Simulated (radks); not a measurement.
Spherical quantum dot in the effective-mass picture: electrons in a parabolic well V = omega^2 r^2 / 2 with omega = 0.0518, all in effective atomic units (hartree* = m*/eps^2 hartree, bohr* = eps/m* bohr), one dielectric constant everywhere. Method: non-relativistic Kohn-Sham, LDA (Slater exchange, Perdew-Wang correlation), spin-polarised, spherical densities; computed with a radial shooting solver with Libxc functionals. Levels are named by radial order and angular momentum (1s, 1p, 1d, 2s, ...), and open shells are averaged over m. Results are scaled to m* = 0.323 and eps = 11.6, for which hartree* = 65.32 meV and bohr* = 1.9 nm.

N = 20, configuration 1s2 1p6 1d10 2s2. This is the lowest configuration that the search found (a dilute case). Occupied and some empty levels:

level  occupation  eigenvalue (meV)  <r> (nm)
1s              2            94.609     25.35
1p              6            95.070     27.54
1d             10            95.772     29.12
2s              2            96.677     20.03
1f              0            96.680     30.42
1g              0            97.769     31.54
2p              0            97.888     23.62

Energy (meV): total 1127.35, kinetic 30.902, external 389.87, Hartree 816.09, exchange-correlation -109.51.

Electron density:

r (nm)  n(r) (e/nm^3)
3.98        0.0001391
8.26        0.0001157
12.5       0.00009177
16.8       0.00008453
21.1       0.00009928
25.4        0.0001187
29.6        0.0001095
33.9       0.00006317
38.2       0.00001978
42.4        3.113e-06
46.7        2.489e-07
51.0        1.042e-08
55.3        2.319e-10
